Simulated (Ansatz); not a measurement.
## Pulling the pair apart

The pair of CH4 (SMILES C, atoms 1–5) and H2 (SMILES [H][H], atoms 6–7), both closed shells, in one local arrangement (a lower one may exist), relaxed at PBE0-D4/def2-TZVP:

```tsv
atom	x (Å)	y (Å)	z (Å)
C1	-0.0826	-0.0198	-1.0525
H2	-0.2386	0.8353	-1.7096
H3	0.0567	-0.9188	-1.6523
H4	-0.9525	-0.1448	-0.4080
H5	0.8035	0.1497	-0.4412
H6	0.1426	-0.0368	2.2745
H7	0.2709	0.1351	2.9893
```

H2 is shifted rigidly along the line between the mean atom positions of the two fragments (negative: closer). Counterpoise interaction energies in kcal/mol. Ansatz 0.2.0; basis: def2-TZVPPD; cores frozen in the correlated methods. B3LYP uses VWN-RPA correlation.

```csv
shift (Å),HF,B3LYP-D4,PBE0-D4
-0.33,0.54,-0.02,-0.20
-0.17,0.30,-0.11,-0.28
0.00,0.16,-0.14,-0.29
0.17,0.08,-0.13,-0.28
0.40,0.03,-0.11,-0.23
0.83,0.00,-0.06,-0.14
1.67,0.00,-0.03,-0.05
3.33,0.00,-0.01,-0.01
```

(1) What does CCSD(T) give at these shifts? (An estimate is asked for; the value comes from the calculation.)

T1 diagnostic: at most 0.008.

Results:

(1) The calculation gives: -0.04, -0.14, -0.17, -0.17, -0.14, -0.09, -0.03, -0.01 kcal/mol. For zero shift, CCSD(T) at an estimated basis limit (MP2 extrapolated from triple and quadruple zeta, plus CCSD(T) − MP2 in triple zeta) gives -0.20 kcal/mol. These are counterpoise interaction energies, counted from the two frozen fragments.

For scale, one of the runs: CCSD(T)/def2-TZVPPD, 139 basis functions, launched by `ansatz run in.yaml --threads 2 --pin off --events-out ev --progress --plain --max-ram 5222MiB`. Time: 4.4 s of wall clock on 2 CPU threads of an Arm Neoverse V1; the host was shared. Peak host memory: 0.75 GiB.
